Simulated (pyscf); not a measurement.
Optimised with ωB97X-D3(BJ)/def2-SVP in PySCF.

SMILES: [OH][Mg][O][Si](Cl)(Cl)Cl
```xyz
8

O      3.1354     2.1271    -0.9971
Mg     1.6073     1.3340    -0.6505
O      0.0324     0.5178    -0.2966
Si    -1.3542    -0.2199    -0.0115
Cl    -2.6607     0.0334    -1.5680
Cl    -1.0824    -2.2327     0.2496
Cl    -2.2504     0.5110     1.6780
H      3.9657     2.5582    -1.1722
```
Charge 0, spin multiplicity 1.

**Question.** What is the homolytic dissociation enthalpy (298 K, ωB97M-D3(BJ)/def2-TZVP) of the O–Si bond of HO–Mg–O–Si(Cl)(Cl)–Cl, to •O–Mg–OH + Cl–Si•(Cl)–Cl?

**Answer.** O–Si to •O–Mg–OH + Cl–Si•(Cl)–Cl: 611.2 kJ/mol. The 7 functionals that were run give +576.4 (PBE) to +613.9 kJ/mol (M06-2X). The radicals are drawn with the spin at the cut bond; how far it spreads was not checked. Other isomers of •O–Mg–OH were not searched in full and may lie lower. The term symbol of open-shell •O–Mg–OH was not checked; spin-orbit terms are left out.
